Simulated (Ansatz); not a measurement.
C$_{4}$H$_{13}$AlSi, SMILES `C[Si](C)(C)[CH2][AlH2]`, relaxed with RKS PBE0-D4/def2-TZVP in the Gaussian-basis code of Ansatz from a PBE-D4/def2-SVP geometry. The force threshold is 0.005 eV/Å; the program also tests the step.

The species carries charge 0 and has multiplicity 1.

Start:

```xyz
19

C    -0.088   -1.733   -0.823
Si    0.422   -0.019   -0.192
C     2.313    0.072   -0.090
C    -0.206    1.306   -1.395
C    -0.359    0.270    1.507
Al   -2.321    0.207    1.596
H     0.237   -2.534   -0.126
H     0.364   -1.948   -1.813
H    -1.190   -1.806   -0.937
H     2.779   -0.094   -1.084
H     2.647    1.064    0.278
H     2.714   -0.696    0.604
H     0.047    2.327   -1.040
H    -1.309    1.247   -1.513
H     0.244    1.180   -2.401
H    -0.038    1.261    1.908
H     0.036   -0.472    2.240
H    -3.214   -0.056    0.287
H    -3.078    0.424    2.996
```

How much energy does the relaxation release, and in how many steps? (An estimate is asked.)

Computed: 1.60 kcal/mol, in 3 steps.

Which bonds change most? (Best estimate.)

The calculation gave: Si2–C5 from 1.892 to 1.870 Å; Si2–C4 from 1.896 to 1.877 Å; C1–Si2 from 1.897 to 1.877 Å; Si2–C3 from 1.896 to 1.877 Å.

Give the relaxed structure. (Best estimate.)

Ansatz gave: 
```xyz
19

C    -0.087   -1.716   -0.813
Si    0.416   -0.019   -0.187
C     2.288    0.071   -0.093
C    -0.202    1.293   -1.379
C    -0.355    0.268    1.492
Al   -2.300    0.205    1.582
H     0.237   -2.503   -0.126
H     0.362   -1.924   -1.788
H    -1.172   -1.791   -0.926
H     2.744   -0.095   -1.073
H     2.617    1.050    0.267
H     2.683   -0.685    0.592
H     0.053    2.298   -1.030
H    -1.289    1.242   -1.496
H     0.243    1.166   -2.370
H    -0.040    1.246    1.884
H     0.032   -0.466    2.212
H    -3.180   -0.056    0.282
H    -3.051    0.416    2.969
```
